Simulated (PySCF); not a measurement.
# Correlation energy of Al²⁺ (aluminium, charge +2)

[Ne] 3p1, 2P determinant (an excited configuration). All numbers are calculated (PySCF 2.14, no relativity, point nucleus, in def2-TZVPPD (6s5p4d1f, 48 functions)). Frozen: 1s2; 9 electrons correlated.

```json
{"level": "CCSD", "correlation energy (mhartree)": "-144.10"}
{"level": "(T)", "correlation energy (mhartree)": "-1.04"}
{"level": "CCSD(T)", "correlation energy (mhartree)": "-145.14"}
```

Diagnostics: T1 = 0.0034, D1 = 0.0079, largest double amplitude 0.012.

Cost of the coupled-cluster step: about 5 core-seconds, for 9 correlated electrons.

Iterations:

```
CC2 = 0
CCSD nocc = (np.int64(5), np.int64(4)), nmo = (47, 47)
frozen orbitals [[0], [0]]
max_cycle = 100
direct = 0
conv_tol = 1e-08
conv_tol_normt = 1e-06
diis_space = 8
diis_start_cycle = 0
Init t2, MP2 energy = -0.141367534840961
Init E_corr(UCCSD) = -0.141367534842885
cycle = 1  E_corr(UCCSD) = -0.142996554823916  dE = -0.00162901998  norm(t1,t2) = 0.0133262
cycle = 2  E_corr(UCCSD) = -0.143958233436149  dE = -0.000961678612  norm(t1,t2) = 0.00277137
cycle = 3  E_corr(UCCSD) = -0.14410285933761  dE = -0.000144625901  norm(t1,t2) = 0.000939346
cycle = 4  E_corr(UCCSD) = -0.144109348855882  dE = -6.48951827e-06  norm(t1,t2) = 0.000145517
cycle = 5  E_corr(UCCSD) = -0.144101490526432  dE = 7.85832945e-06  norm(t1,t2) = 2.7101e-05
cycle = 6  E_corr(UCCSD) = -0.144101575879891  dE = -8.53534586e-08  norm(t1,t2) = 1.81988e-06
cycle = 7  E_corr(UCCSD) = -0.144101612597733  dE = -3.67178422e-08  norm(t1,t2) = 2.40735e-07
cycle = 8  E_corr(UCCSD) = -0.144101612325189  dE = 2.72544515e-10  norm(t1,t2) = 2.88781e-08
UCCSD converged
E(UCCSD) = -240.928279816261  E_corr = -0.1441016123251885
UCCSD(T) correction = -0.00104218143383253
```

This basis was not built for core-valence correlation, so the inner-shell part is incomplete.
